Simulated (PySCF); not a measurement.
Electronic structure of Ca(3+) (calcium, charge +3) at the LDA level

Configuration: [Ne] 3s2 3p5, 2P determinant. Computed with PySCF 2.14 in x2c-TZVPall (6s5p3d, 36 functions), with scalar relativity by spin-free X2C-1e.

```
Total energy                                                  : -676.021 hartree
One-electron energy                                           : -905.957 hartree
Hartree (Coulomb) energy                                      : 263.399 hartree
Exchange-correlation energy                                   : -33.462 hartree
⟨S²⟩                                                          : 0.7508
⟨L²⟩                                                          : 2.007
Sum of ⟨r⟩                                                    : 11.13 bohr
Sum of ⟨r²⟩                                                   : 12.52 bohr²
Traceless quadrupole moment −½Σ⟨3z² − r²⟩ along its main axis : 0.648 e·bohr²
Langevin diamagnetic susceptibility                           : -9.92 ×10⁻⁶ cm³/mol
Time after the integrals                                      : 0.08 s of wall time on 1 thread of Neoverse-V2 (shared host)
```

```
shell  electrons  mean orbital energy (hartree)  spread (hartree)  rms radius, mean of both spins (bohr)
 1s α          1                     -145.98547                 0                                 0.0890
 1s β          1                     -145.97338                 0                                 0.0890
 2s α          1                      -16.50038                 0                                  0.396
 2s β          1                      -16.48729                 0                                  0.396
 2p α          3                      -13.62437           0.04244                                  0.365
 2p β          3                      -13.60855           0.02346                                  0.365
 3s α          1                       -2.93485                 0                                   1.21
 3s β          1                       -2.88036                 0                                   1.21
 3p α          3                       -2.21706           0.08009                                   1.30
 3p β          2                       -2.16270                 0                                   1.30
```

Densities and radii are taken from the X2C orbitals without a picture-change correction, which distorts them close to the nucleus.
